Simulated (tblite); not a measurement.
C₆H₁₁PS.
SMILES with atom numbers: `[CH2:1]=[CH:2][P:3]1[CH2:4][CH2:5][S:6][CH2:7][CH2:8]1` (hydrogens: H9, H10 on C1; H11 on C2; H12, H13 on C4; H14, H15 on C5; H16, H17 on C7; H18, H19 on C8)

Structure used (GFN2-xTB), in Å, numbered top down from 1:
```xyz
19
C6H11PS angstrom
C      2.8770   -0.7699   -0.4388
C      2.1703    0.3111   -0.1491
P      0.5963    0.3551    0.7555
C     -0.3068    1.4844   -0.4288
C     -1.8008    1.4641   -0.1594
S     -2.5639   -0.1055   -0.6773
C     -1.6726   -1.2352    0.4382
C     -0.1757   -1.2412    0.1773
H      2.5339   -1.7624   -0.1987
H      3.8335   -0.7075   -0.9335
H      2.5605    1.2978   -0.3735
H     -0.1045    1.1870   -1.4623
H      0.0756    2.4988   -0.2772
H     -2.3165    2.2324   -0.7365
H     -2.0169    1.6082    0.9015
H     -2.1077   -2.2172    0.2492
H     -1.8974   -0.9372    1.4646
H      0.2801   -2.0591    0.7434
H      0.0258   -1.3945   -0.8870
```

Computed with GFN2-xTB (tblite): harmonic, unscaled wavenumbers at the GFN2-xTB geometry, gas phase. The method is semi-empirical: single wavenumbers can be off by several per cent or more. One conformer, not necessarily the lowest.

Harmonic wavenumbers (cm⁻¹): 67.0, 106.3, 152.3, 205.4, 221.0, 248.1, 296.3, 331.8, 376.1, 435.9, 547.5, 651.9, 683.8, 686.7, 687.6, 714.9, 794.3, 865.6, 868.2, 892.0, 932.0, 998.8, 1002.0, 1044.5, 1050.0, 1065.2, 1096.4, 1130.3, 1160.4, 1240.7, 1248.8, 1249.7, 1251.7, 1263.9, 1400.8, 1423.5, 1431.0, 1440.0, 1444.3, 1654.7, 2929.7, 2936.0, 2938.3, 2941.0, 2954.3, 2955.0, 2987.5, 2988.1, 3017.3, 3085.9, 3115.3.

A = 2838, B = 957.1, C = 818.6 MHz; mass 146.032 u (most abundant isotopes); point group C1, symmetry number 1.

What is the zero-point energy?

Half the sum of the wavenumbers: 33605 cm⁻¹ = 402.01 kJ/mol.

What is S at 298.15 K and 1 bar for an ideal gas of classical rigid rotors and harmonic oscillators?

Translation 171.01, rotation 122.84, vibration 102.04: S = 395.9 J/(mol K).

And Cp and H(298.15 K) − H(0)?

Cp = 156.59 J/(mol K), of which vibrations give 123.33 (their classical limit is 51 R = 424.0); H(298.15 K) − H(0) = 27.18 kJ/mol without the zero-point energy, 17.26 from vibrations.

Blend soft modes into free rotors: weight 1/[1 + (100 cm⁻¹/ν̃)⁴] for the oscillator and the rest for a rotor with moment μB/(μ + B), μ = h/(8π²ν), B = 10⁻⁴⁴ kg m². What vibrational entropy results?

97.59 J/(mol K) in place of 102.04, which changes −T·S at 298.15 K by +1.33 kJ/mol.

Which modes carry the vibrational entropy at 298.15 K?

67.0 cm⁻¹: 17.74; 106.3 cm⁻¹: 13.96; 152.3 cm⁻¹: 11.06; 205.4 cm⁻¹: 8.72; 221.0 cm⁻¹: 8.16; 248.1 cm⁻¹: 7.30 J/(mol K); the other 45 give 35.11 together.

What must be added to the electronic energy to get the Gibbs energy at 298.15 K and 1 bar?

ZPE + [H(298.15 K) − H(0)] − T·S = 402.01 + 27.18 − 118.04 = 311.15 kJ/mol.

How do the functions run with temperature in this model?

```json
{"T (K)": "50", "S (J/(mol K))": "241.1", "Cp (J/(mol K))": "47.4", "H − H(0) (kJ/mol)": "1.90", "G − H(0) (kJ/mol)": "-10.15", "ln q(vib)": "0.22"}
{"T (K)": "100", "S (J/(mol K))": "281.1", "Cp (J/(mol K))": "70.6", "H − H(0) (kJ/mol)": "4.86", "G − H(0) (kJ/mol)": "-23.26", "ln q(vib)": "1.00"}
{"T (K)": "373.15", "S (J/(mol K))": "434.7", "Cp (J/(mol K))": "189.7", "H − H(0) (kJ/mol)": "40.18", "G − H(0) (kJ/mol)": "-122.01", "ln q(vib)": "7.09"}
{"T (K)": "500", "S (J/(mol K))": "497.1", "Cp (J/(mol K))": "237.2", "H − H(0) (kJ/mol)": "67.39", "G − H(0) (kJ/mol)": "-181.15", "ln q(vib)": "10.16"}
{"T (K)": "750", "S (J/(mol K))": "606.5", "Cp (J/(mol K))": "301.8", "H − H(0) (kJ/mol)": "135.41", "G − H(0) (kJ/mol)": "-319.48", "ln q(vib)": "16.20"}
{"T (K)": "1000", "S (J/(mol K))": "699.4", "Cp (J/(mol K))": "343.5", "H − H(0) (kJ/mol)": "216.41", "G − H(0) (kJ/mol)": "-483.03", "ln q(vib)": "21.91"}
```

q(vib) and H(0) count from the zero-point level.

Hindered rotation and anharmonicity are outside this model. Other conformers, if any are populated, would add a mixing term that is left out. The structure is chiral; the term R ln 2 for an equal mix with its mirror image is left out.
